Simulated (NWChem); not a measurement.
System: ZrH3Cl; SMILES [Cl][ZrH3]

Results from NWChem. All runs use the structure optimised with PBE0/def2-SVP. def2 effective core potentials on Zr; no spin-orbit coupling. Vertical excitations in the gas phase.

Problem. Estimate the computed values for LDA (Slater exchange, VWN5)/def2-SVP, full TDDFT. Quantities: lowest excitation, singlet (eV); orbital gap (eV).

Solution. 
* **lowest excitation, singlet (eV)**: 3.60
* **orbital gap (eV)**: 3.53
